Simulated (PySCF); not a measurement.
Compound: C6H13OP2 (charge +1).
Atom-mapped SMILES: `[CH3:1][P+:2]1([PH2:3])[CH2:4][CH2:5][C:6](=[O:7])[CH2:8][CH2:9]1`

Cartesian coordinates in Å at the GFN2-xTB level; atoms count from 1:
```xyz
22
C6H13OP2 angstrom
C     -1.6007   -0.7684    1.2267
P     -0.9519    0.1592   -0.1926
P     -2.6300    0.8813   -1.3635
C      0.0436   -0.9728   -1.2239
C      1.3332   -1.3886   -0.5079
C      2.1584   -0.1686   -0.1226
O      3.2074    0.0923   -0.6323
C      1.5216    0.7084    0.9476
C      0.2583    1.3959    0.4199
H     -2.2868   -1.5349    0.8657
H     -2.1443   -0.0923    1.8870
H     -0.7973   -1.2422    1.7886
H     -2.9202    1.8680   -0.4131
H     -1.8047    1.7296   -2.1113
H     -0.5640   -1.8473   -1.4758
H      0.2862   -0.4546   -2.1577
H      1.9291   -2.0092   -1.1796
H      1.1078   -1.9722    0.3869
H      1.2957    0.1022    1.8267
H      2.2433    1.4745    1.2374
H      0.5158    2.0608   -0.4106
H     -0.2109    1.9983    1.2035
```

Definitions: NICS(0) = −σiso at the ring centroid; NICS(1) = −σiso and NICS(1)zz = −σzz at ±1 Å along the ring normal z. Level: GIAO PBE0/pcSseg-1 (PySCF, non-relativistic, gas phase) on the GFN2-xTB geometry, one conformer.

Ring bond lengths (Å), with Mayer bond orders in brackets: P2–C4 1.827 (0.94), C4–C5 1.533 (1.00), C5–C6 1.522 (0.95), C6–C8 1.523 (0.95), C8–C9 1.532 (1.00), C9–P2 1.835 (0.92).

Give the NICS values of each ring in ppm.

```tsv
ring	type	NICS(0)	NICS(1), two faces	NICS(1)zz, two faces	rms pucker (Å)	centre to ring atoms, mean (Å)
P2–C4–C5–C6–C8–C9	6-membered ring with P; formal bonds all single	-0.7	-2.4 / -0.5	1.9 / 6.2	0.25	1.56
```

What can be read from them?

- P2–C4–C5–C6–C8–C9: mean NICS(1)zz 4.0 ppm, deshielded. P2, C4, C5, C8, C9 have four or more neighbours, and the NICS criterion for π rings isn't applied. The two faces differ by 4.3 ppm, so no symmetry operation interchanges them.

What field does 9.4 T along the ring normal induce along that normal at the second NICS(1) probe listed for ring P2–C4–C5–C6–C8–C9, 1 Å off the ring?

NICSzz × B0 = 6.2 ppm × 9.4 T = 58 μT, along the applied field.

Give the inner angles of the rings and the Hirshfeld charges of the ring atoms.

- P2–C4–C5–C6–C8–C9: P2 104.3° (+0.408 e), C4 111.3° (-0.083 e), C5 110.9° (-0.064 e), C6 114.4° (+0.175 e), C8 111.2° (-0.065 e), C9 110.9° (-0.082 e); sum 662.9° against 720° for a flat convex ring.

How shielded are the nuclei of the rings and their hydrogens (means over atoms taken as equivalent)?

```
   atoms                     environment  σ isotropic (ppm)  principal values of the symmetric part, first atom (ppm)
      P2  phosphorus bonded to 3 C and P              323.1                                       287.5, 318.2, 363.6
 C4 (×2)  sp3 carbon bound to phosphorus              153.9                                       138.5, 160.4, 173.0
 C5 (×2)   sp3 carbon next to a carbonyl              148.2                                       130.2, 138.5, 178.0
      C6          ketone carbonyl carbon              -15.3                                      -110.0, -42.3, 106.4
H15 (×2)              methylene hydrogen              28.98                                          23.7, 27.7, 35.9
H16 (×2)              methylene hydrogen              29.00                                          24.0, 28.7, 34.6
H17 (×2)              methylene hydrogen              28.67                                          24.4, 26.3, 35.3
H18 (×2)              methylene hydrogen              28.92                                          25.3, 28.5, 32.9
```
